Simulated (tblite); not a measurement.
Record of a relaxation.

Species: C6H9BP (doublet state).
Numbering: `[CH2:1]=[CH:2][B:3]([PH2:4])[C:5]1=[C:6][CH2:7][CH2:8]1` (hydrogens: H9, H10 on C1; H11 on C2; H12, H13 on P4; H14, H15 on C7; H16, H17 on C8)
Bond orders are those of one Lewis drawing.

Computed with GFN2-xTB (tblite), gas phase: L-BFGS steps from a force-field or distance-geometry start until the largest atomic force falls under 0.01 eV/Å. 5 of its 109 geometries are shown.

Step 0: E = -569.5603 eV, largest atomic force 6.982 eV/Å
```
atom  x, y, z in Å  |  force x, y, z in eV/Å
C1      3.013    0.668   -0.176   -0.446  -0.263   1.452
C2      1.937    0.180    0.472    1.029   0.359  -1.924
B3      0.727   -0.334   -0.343   -1.778  -1.157   1.975
P4      0.728   -2.190   -0.900    0.200  -0.179  -0.329
C5     -0.652    0.392   -0.015    5.461  -3.692  -2.302
C6     -0.967    1.523    0.511    0.397   3.057   1.020
C7     -2.393    1.317    0.386   -3.204   1.963   1.710
C8     -2.031    0.009   -0.227   -2.632  -1.744  -1.067
H9      3.041    0.727   -1.255    0.174   0.067   0.312
H10     3.846    1.018    0.433    0.034   0.041  -0.603
H11     1.898    0.110    1.545    0.109   0.136   0.102
H12    -0.442   -2.903   -0.391    1.168   0.763   0.018
H13     1.866   -2.865   -0.262   -1.298   0.693  -0.143
H14    -2.841    1.238    1.414   -0.213   0.242  -0.954
H15    -2.953    2.025   -0.272    0.269  -0.413   0.721
H16    -2.388   -0.028   -1.281    0.405  -0.335   0.500
H17    -2.397   -0.875    0.351    0.325   0.463  -0.489
```

Step 27: E = -570.7723 eV, largest atomic force 0.127 eV/Å
```
atom  x, y, z in Å  |  force x, y, z in eV/Å
C1      3.075    0.618   -0.191   -0.071   0.002  -0.009
C2      2.018    0.169    0.475    0.020   0.017   0.005
B3      0.708   -0.454   -0.083    0.030  -0.065  -0.026
P4      0.744   -2.092   -1.063   -0.047   0.051   0.106
C5     -0.619    0.254    0.138    0.093  -0.005  -0.030
C6     -1.008    1.438    0.641   -0.051   0.113   0.005
C7     -2.478    1.329    0.394   -0.030  -0.025   0.045
C8     -2.090   -0.040   -0.205   -0.010  -0.020  -0.066
H9      3.099    0.623   -1.269   -0.005  -0.083  -0.038
H10     3.946    1.040    0.288   -0.064  -0.015   0.057
H11     2.034    0.241    1.560    0.085   0.037   0.018
H12    -0.350   -2.667   -0.430    0.038  -0.043  -0.059
H13     1.679   -2.777   -0.297   -0.048   0.068  -0.037
H14    -3.083    1.286    1.295   -0.057   0.031   0.008
H15    -2.900    2.046   -0.309    0.064  -0.012   0.079
H16    -2.274   -0.106   -1.274    0.016  -0.066  -0.072
H17    -2.509   -0.897    0.321    0.038   0.014   0.014
```

Step 54: E = -570.8145 eV, largest atomic force 0.117 eV/Å
```
atom  x, y, z in Å  |  force x, y, z in eV/Å
C1      3.059    0.445   -0.215   -0.023  -0.018  -0.004
C2      2.028    0.238    0.601    0.081   0.066  -0.052
B3      0.709   -0.398    0.097    0.044  -0.073  -0.041
P4      0.762   -1.881   -1.098   -0.018   0.047   0.038
C5     -0.626    0.284    0.314    0.053  -0.027  -0.037
C6     -1.111    1.429    0.823    0.025   0.003   0.033
C7     -2.537    1.285    0.399    0.007   0.004   0.007
C8     -2.038   -0.048   -0.200   -0.015  -0.017   0.005
H9      3.026    0.107   -1.242    0.024   0.003   0.052
H10     3.948    0.983    0.075    0.032  -0.026   0.043
H11     2.092    0.614    1.617   -0.019   0.018  -0.061
H12    -0.341   -2.559   -0.607    0.017  -0.042  -0.009
H13     1.687   -2.674   -0.441   -0.017   0.019   0.008
H14    -3.252    1.206    1.214   -0.053   0.000  -0.032
H15    -2.865    2.027   -0.326   -0.054  -0.001   0.028
H16    -2.092   -0.110   -1.286   -0.030   0.026   0.014
H17    -2.458   -0.937    0.266   -0.054   0.018   0.007
```

Step 81: E = -570.8633 eV, largest atomic force 0.056 eV/Å
```
atom  x, y, z in Å  |  force x, y, z in eV/Å
C1      3.166    0.264   -0.137    0.025  -0.009  -0.012
C2      1.974    0.386    0.442   -0.017   0.031  -0.003
B3      0.687   -0.320   -0.059    0.005   0.019   0.009
P4      0.831   -1.870   -1.152   -0.027   0.039   0.006
C5     -0.668    0.317    0.202    0.011  -0.021  -0.005
C6     -1.143    1.398    0.848    0.045   0.013   0.030
C7     -2.593    1.255    0.518    0.021   0.023  -0.007
C8     -2.109   -0.006   -0.228   -0.023  -0.014  -0.023
H9      3.312   -0.378   -0.995   -0.016  -0.009   0.012
H10     4.038    0.806    0.195    0.026   0.019   0.011
H11     1.891    1.066    1.283   -0.015  -0.001   0.000
H12    -0.211   -2.608   -0.619   -0.010  -0.004   0.015
H13     1.813   -2.533   -0.438   -0.025  -0.023  -0.008
H14    -3.258    1.090    1.361    0.007  -0.018   0.023
H15    -2.991    2.045   -0.116   -0.020   0.026   0.001
H16    -2.255    0.038   -1.305   -0.001  -0.045  -0.034
H17    -2.490   -0.936    0.190    0.013  -0.025  -0.017
```

Step 108: E = -570.8696 eV, largest atomic force 0.008 eV/Å
```
atom  x, y, z in Å  |  force x, y, z in eV/Å
C1      3.198    0.233   -0.096    0.003  -0.006   0.001
C2      1.977    0.438    0.393    0.001   0.004  -0.002
B3      0.697   -0.290   -0.093    0.001   0.000   0.003
P4      0.787   -1.856   -1.165    0.001  -0.001  -0.001
C5     -0.661    0.336    0.176    0.004   0.007  -0.001
C6     -1.143    1.396    0.849   -0.004   0.002   0.001
C7     -2.596    1.229    0.543   -0.001  -0.002  -0.001
C8     -2.101   -0.004   -0.246    0.003  -0.003  -0.002
H9      3.377   -0.504   -0.866   -0.005   0.002  -0.005
H10     4.063    0.792    0.229    0.000  -0.002   0.003
H11     1.860    1.203    1.155    0.001   0.000  -0.002
H12    -0.255   -2.561   -0.587   -0.001   0.004  -0.005
H13     1.770   -2.546   -0.478    0.001  -0.002   0.008
H14    -3.232    1.017    1.399    0.000  -0.001   0.002
H15    -3.033    2.026   -0.054   -0.003   0.001   0.002
H16    -2.260    0.058   -1.321    0.000  -0.001  -0.003
H17    -2.455   -0.955    0.150   -0.002  -0.002   0.002
```

Task: Summarise the path.

Result: The energy falls by 1.3092 eV from step 0 to step 108; nine tenths of that is first reached at step 14. It falls at every step. The largest force goes from 6.982 to 0.008 eV/Å. Among the bonds C5–C8 changes most, from 1.446 to 1.539 Å; the atoms move by 0.529 Å rms after alignment.

Task: Follow the three bonds and two angles with the largest change from start to end.

Result: 
```csv
step,E above end (eV),largest force (eV/Å),C5–C8 (Å),P4–H13 (Å),P4–H12 (Å),B3–P4–H12 (°),H12–P4–H13 (°)
0,1.3092,6.982,1.446,1.469,1.461,111.5,104.1
5,0.2013,0.565,1.533,1.377,1.378,103.2,98.2
9,0.1473,0.185,1.535,1.392,1.393,99.8,93.1
14,0.1302,0.169,1.542,1.381,1.383,98.6,93.7
19,0.1212,0.087,1.542,1.385,1.387,97.4,94.7
23,0.1132,0.180,1.543,1.383,1.384,97.1,94.8
28,0.0945,0.142,1.542,1.387,1.386,96.2,94.4
33,0.0815,0.127,1.541,1.385,1.386,98.1,93.8
38,0.0752,0.110,1.541,1.382,1.385,99.0,94.7
42,0.0714,0.071,1.541,1.384,1.387,99.0,94.7
47,0.0644,0.085,1.539,1.382,1.385,98.5,94.4
52,0.0576,0.165,1.538,1.385,1.385,97.7,94.3
56,0.0528,0.068,1.540,1.384,1.384,98.1,94.7
61,0.0464,0.117,1.539,1.382,1.385,99.0,94.7
66,0.0335,0.182,1.543,1.383,1.387,100.5,94.5
70,0.0214,0.153,1.541,1.384,1.384,100.4,94.1
75,0.0127,0.099,1.541,1.384,1.383,100.2,94.8
80,0.0069,0.058,1.539,1.385,1.384,99.0,94.6
85,0.0044,0.031,1.540,1.383,1.384,99.1,94.2
89,0.0034,0.034,1.539,1.382,1.384,98.9,94.2
94,0.0017,0.044,1.540,1.384,1.385,98.4,94.6
99,0.0005,0.033,1.539,1.382,1.384,98.5,94.2
103,0.0001,0.015,1.539,1.383,1.384,98.4,94.3
108,0.0000,0.008,1.539,1.382,1.385,98.5,94.3
```

The cost below is that of the whole relaxation. The run took 0.62 s of wall time on one thread of an Arm Neoverse V2, on a shared host.
